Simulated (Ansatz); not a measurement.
One geometry of the cluster Si4Ge⁻, several levels of theory.

```yaml
crystal:
  periodic: [false, false, false]
  atoms:
    - {symbol: Si, position_ang: [-0.410966, 2.867612, -1.692423]}
    - {symbol: Si, position_ang: [-0.139938, 1.001591, -0.588849]}
    - {symbol: Si, position_ang: [-0.787235, -1.225066, -0.257454]}
    - {symbol: Si, position_ang: [0.273272, -2.435545, 1.360464]}
    - {symbol: Ge, position_ang: [1.064868, -0.208601, 1.178262]}
basis:
  gaussian: {orbitals: def2-TZVPD, initial_orbitals: start.molden}
total_charge: -1
magnetization: {spin_polarized: true, initial_magnetization: 1}
hamiltonian: {xc: r2scan, dispersion: d4}
scf: {omitted_lower_state_checks: [starts]}
output: {orbitals: {seedname: orbitals}}
```

The file start.molden holds the orbitals of an earlier run on this structure, at another level or in another basis.

```sh
$ ansatz run in.yaml --threads 4 --pin off --events-out ev --progress --plain --max-ram 4787MiB
```

Output, abridged:

```
Functional definition: r2SCAN
1473 factors; their error is unknown
mean field evaluation 1: about -88025.9184 eV, gradient 6.9e0 eV
mean field evaluation 2: about -88025.9825 eV, gradient 1.4e-1 eV
mean field evaluation 4: about -88025.9702 eV, gradient 8.5e-3 eV
mean field evaluation 8: about -88025.9703 eV, gradient 1.9e-5 eV
mean field -88025.97025342 eV, -3234.8947406674 hartree, gradient 2.1e-5 eV, S^2 0.813832; 0 other end points of the search recorded, 0 dependent functions left out
reference -88025.97027491 eV, -3234.8947414571 hartree; 45, 44 occupied and 181, 182 virtual orbitals, 1473 factors
Total energy: -88026.04296274 eV, -3234.8974126858 hartree
Checks for a lower state left out: starts
```

Run time 37 s (4 threads of Arm Neoverse V2 on a shared host), peak host memory 0.87 GiB.

As the first input, with `hamiltonian: {xc: hf}` (abridged; 21 s):

```
Functional definition: HF
mean field -87921.70167164 eV, -3231.0629409630 hartree, gradient 9.5e-6 eV, S^2 1.550543
Total energy: -87921.70167164 eV, -3231.0629409630 hartree
Checks for a lower state left out: starts
```

As the first input, with `gaussian: {orbitals: STO-3G}`, `hamiltonian: {xc: hf}` (abridged; 0.55 s):

```
Functional definition: HF
mean field evaluation 16: about -86907.4175 eV, gradient 1.2e-2 eV
mean field -86907.41751082 eV, -3193.7886855593 hartree, gradient 3.0e-5 eV, S^2 1.959808
Total energy: -86907.41751082 eV, -3193.7886855593 hartree
Checks for a lower state left out: starts
```

First input, but with `hamiltonian: {xc: {name: B3LYP}, dispersion: d4}` (abridged; 25 s):

```
Functional definition: B3LYP
mean field -88031.74131677 eV, -3235.1068233338 hartree, gradient 1.8e-5 eV, S^2 0.775937
Total energy: -88032.33927704 eV, -3235.1287979687 hartree
Checks for a lower state left out: starts
```

As the first input, with `hamiltonian: {xc: pbe, dispersion: d4}`, `output: {forces: true, orbitals: {seedname: orbitals}}` (abridged; 7 s):

```
Functional definition: PBE
mean field -88005.06357442 eV, -3234.1264343854 hartree, gradient 2.2e-5 eV, S^2 0.770533
Total energy: -88005.42075720 eV, -3234.1395606106 hartree
Atom 0 force    -0.019095     0.145095    -0.084161 eV/Å
Atom 1 force     0.032000    -0.172847     0.111188 eV/Å
Atom 2 force     0.127133     0.109388     0.079518 eV/Å
Atom 3 force     0.004306    -0.062731     0.033408 eV/Å
Atom 4 force    -0.144344    -0.018905    -0.139954 eV/Å
Dipole moment:     0.302331    -0.382936     0.478546 e Å
Checks for a lower state left out: starts
```

As the first input, with `hamiltonian: {xc: pbe0, dispersion: d4}` (abridged; 16 s):

```
Functional definition: PBE0
mean field -88008.69387420 eV, -3234.2598454414 hartree, gradient 1.6e-5 eV, S^2 0.841329
Total energy: -88009.00332377 eV, -3234.2712175035 hartree
Checks for a lower state left out: starts
```

As the first input, with `hamiltonian: {xc: {name: r2SCAN0}, dispersion: d4}` (abridged; 52 s):

```
Functional definition: r2SCAN0
mean field -88024.66400545 eV, -3234.8467369400 hartree, gradient 2.9e-5 eV, S^2 0.999555
Total energy: -88024.76006469 eV, -3234.8502670519 hartree
Checks for a lower state left out: starts
```

Geometry: B3LYP-D4/def2-SVPD.

B3LYP takes the VWN-RPA correlation. At HF/def2-TZVPD, HF/STO-3G, PBE0-D4/def2-TZVPD, r2SCAN0-D4/def2-TZVPD the charge -1 doublet is spin-contaminated (final ⟨S²⟩ up to 1.96, 0.75 for a pure state). At HF/STO-3G the highest occupied level of the charge -1 doublet lies above zero (up to 2.45 eV). In Hartree–Fock with STO-3G the lack of diffuse functions raises the level. Another isomer (doublet) lies 1.71 eV lower at PBE0-D4/def2-TZVPD; other spin states weren't run for this one.
